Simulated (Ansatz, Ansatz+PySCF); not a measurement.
```xyz
5

B    -0.0204    0.0083   -0.0449
F     0.8525    0.7906    0.7921
F     0.8563   -0.7921   -0.8034
F    -0.7952    0.8187   -0.7633
F    -0.8248   -0.7985    0.7639
```

RHF on singlet BF4(-) was run in several spherical basis sets with Ansatz (development build ahead of 0.2.0). Caution: no diffuse functions for an anion.

(1) Rank the basis sets by the total energy that they give, lowest first, with the distance from the lowest.
A. 6-31G
B. cc-pVTZ
C. cc-pVDZ
D. def2-SVP
E. def2-TZVP
F. aug-cc-pVDZ
G. STO-3G
H. 6-31G(d)

Results:

(1) E (0.00 eV), B (0.73 eV), F (4.02 eV), C (5.08 eV), H (5.74 eV), A (8.07 eV), D (14.57 eV), G (171.90 eV).

Totals follow the description of the cores as much as that of the bonds, so this order isn't one of quality for chemistry.
